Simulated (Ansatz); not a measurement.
Job for Ansatz (a program for electronic structure): R-wB97X-V/def2-TZVPP on H3NOSn (SMILES [NH2][Sn][OH]), a point of a torsion scan. Elements past Kr take the def2 small-core potentials; no spin–orbit coupling.

Ansatz 0.2 input:
```yaml
crystal:
  periodic: [false, false, false]
  atoms:
    - {symbol: N, position_ang: [-1.20992299, -0.04597972, 0.19689430]}
    - {symbol: Sn, position_ang: [0.41730262, -1.14371451, 0.83510057]}
    - {symbol: O, position_ang: [1.83194606, -0.27933463, -0.34961363]}
    - {symbol: H, position_ang: [-2.17147953, -0.11897144, 0.49988565]}
    - {symbol: H, position_ang: [-1.17122177, 0.68450326, -0.50188366]}
    - {symbol: H, position_ang: [1.90395619, -0.21874552, -1.29744906]}
basis:
  gaussian:
    orbitals: def2-TZVPP
hamiltonian:
  xc: {name: wB97X-V}
scf: {lower_state_search: off}
```

Output:

```
WARN ansatz: RAYON_NUM_THREADS=1 ignored (pool sized by the plan → 1); use --threads N
Functional definition: wB97X-V
these checks for a lower state are left out or cut short: stability, starts, cluster_reference, orbital_swaps, neighbouring_geometries, increment
integrals: 0.08 GiB planned
915 factors; their error is unknown
integrals: 0.11 GiB planned
204 factors; integrals over basis functions are off by at most 2.1e-5 eV
mean field: 0.72 GiB planned
mean field evaluation 1: about -9407.9407 eV, gradient 7.5e1 eV
mean field evaluation 2: about -9400.2328 eV, gradient 9.8e1 eV
mean field evaluation 4: about -9418.1757 eV, gradient 3.4e0 eV
mean field evaluation 8: about -9418.2592 eV, gradient 2.5e-1 eV
mean field evaluation 16: about -9418.2593 eV, gradient 3.0e-5 eV
mean field -9418.25932091 eV, -346.1146461180 hartree, gradient 9.7e-6 eV, S^2 0.000000; 0 other end points of the search recorded, 0 dependent functions left out
reference -9418.25931897 eV, -346.1146460466 hartree; 20, 20 occupied and 134, 134 virtual orbitals, 915 factors
Total energy: -9418.25931897 eV, -346.1146460466 hartree
Checks for a lower state left out: stability, starts, cluster_reference, orbital_swaps, neighbouring_geometries, increment
```

The run converged.

Cost: very roughly 4 core-seconds.
